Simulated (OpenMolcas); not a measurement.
## Re4+: effect of the active space

```json
{
 "Program": "OpenMolcas",
 "Method": "SS-CASPT2 or its RAS form, IPEA 0.25 Eh, imaginary shift 0.1 Eh",
 "Basis": "ANO-R2",
 "Scalar Hamiltonian": "X2C, finite nucleus",
 "Spin-orbit coupling": "state interaction with AMFI integrals over the reference wave functions, term energies averaged over their components"
}
```

A. 3 electrons in 5 orbitals (5d); 2S+1 = 4 even, 10 roots; 2S+1 = 2 even, 40 roots; closed shells correlated: 5s 5p; CASPT2 step of the order of 12 core-seconds
B. 9 electrons in 8 orbitals (RAS1 5p, at most 2 holes; RAS2 5d); 2S+1 = 4 even, 10 roots; 2S+1 = 2 even, 40 roots; closed shells correlated: 5s; CASPT2 step of the order of 40 core-seconds
C. 3 electrons in 10 orbitals (5d 6d); 2S+1 = 4 even, 10 roots; 2S+1 = 2 even, 40 roots; closed shells correlated: 5s 5p; CASPT2 step roughly 7 core-minutes

Energies in cm⁻¹ above 5d³ ⁴F_3/2, the measured ground level; measured values from the list in Brasseur, Gamrath and Quinet, At. Data Nucl. Data Tables 157, 101636 (2024).

```json
{"Level": "5d³ ⁴F_3/2", "A": "0.0", "B": "0.0", "C": "0.0", "Measured": "0.0"}
{"Level": "5d³ ⁴F_5/2", "A": "4950", "B": "5250", "C": "5020", "Measured": "4853"}
{"Level": "5d³ ⁴F_7/2", "A": "9180", "B": "9590", "C": "9250", "Measured": "8973"}
{"Level": "5d³ ⁴F_9/2 [62 %]", "A": "12180", "B": "12620", "C": "12300", "Measured": "11914"}
{"Level": "5d³ ⁴P_1/2 [63 %]", "A": "15310", "B": "14760", "C": "14450", "Measured": "14325"}
{"Level": "5d³ ²G_7/2", "A": "19610", "B": "20080", "C": "19580", "Measured": "19013"}
{"Level": "5d³ ²H_9/2 [56 %]", "A": "20430", "B": "21080", "C": "20690", "Measured": "19967"}
{"Level": "5d³ ⁴P_5/2", "A": "21570", "B": "21940", "C": "21620", "Measured": "20922"}
{"Level": "5d³ ²P_1/2 [63 %]", "A": "25660", "B": "24610", "C": "23960", "Measured": "23669"}
{"Level": "5d³ ²H_11/2", "A": "27570", "B": "28440", "C": "28180", "Measured": "27077"}
{"Level": "5d³ ²D_5/2(1)", "A": "29790", "B": "30690", "C": "29790", "Measured": "28739"}
{"Level": "5d³ ²G_9/2 [55 %]", "A": "31090", "B": "32040", "C": "31370", "Measured": "30366"}
{"Level": "5d³ ²P_3/2 [52 %]", "A": "34770", "B": "34160", "C": "33390", "Measured": ""}
{"Level": "5d³ ²F_5/2", "A": "35580", "B": "36050", "C": "35670", "Measured": "34162"}
{"Level": "5d³ ²F_7/2", "A": "35920", "B": "36390", "C": "35980", "Measured": "34625"}
{"Level": "5d³ ²D_3/2(2)", "A": "54240", "B": "54640", "C": "54250", "Measured": ""}
{"Level": "5d³ ²D_5/2(2)", "A": "54520", "B": "54680", "C": "54610", "Measured": "52467"}
```

Deviations, from unrounded energies. A percentage is the sum of absolute deviations over the sum of measured energies, with the sign that they share, or ± where signs differ.

| Against measurement | Levels | A | B | C |
| --- | --- | --- | --- | --- |
| mean absolute deviation (cm-1) | 14 | 880 | 1200 | 810 |
| fine structure of the ground term (%) | 3 | +2.2 | +6.7 | +3.2 |
| other terms of the ground configuration (%) | 11 | +3.8 | +5.1 | +3.5 |

C lies closest to measurement on these levels and B furthest from it. The largest miss of C in the table is 5d³ ²D_5/2(2), by +2100 cm-1. The ranking rests on the paired levels alone, and a cruder setting can come out closer through cancelling errors.

The two smallest mean deviations differ by little beside CASPT2's spread within terms, so their order carries little weight.

Among A to C the level of the table that moves most is 5d³ ²P_1/2 [63 %], by 1700 cm-1 (lowest in C, highest in A). Moves below CASPT2's spread within the term are not significant.

CASPT2 breaks the degeneracy within a term, and the mean is taken; among the terms shown or strongly mixed into the levels shown the widest spread is 930 cm-1 (5d³ ²P, A). The CASPT2 spread within a term exceeds the gap to the next term for 5d³ ²P and 5d³ ²H, so the order of their levels is uncertain (holds for A). Active for correlation alone: 5p; no level in the range computed is led by a configuration that opens it, so any true level of that kind is missing (holds for B). Active for correlation alone: 6d; no level in the range computed is led by a configuration that fills it, so any true level of that kind is missing (holds for C). Measured partners are found by configuration, term and J. A level has none where our copy of the source lacks it or the pairing is in doubt (some pairs that miss far off the trend of their configuration count as doubtful), and it then counts in no deviation. Levels of configurations outside the active space are missing. Levels that lie high or do not pair safely by name in every column are left out.

A share in square brackets marks a mixed level and gives the weight of the term that names it, the lowest over the columns. A number in round brackets counts repeated terms of one configuration in the order of the reference energies.
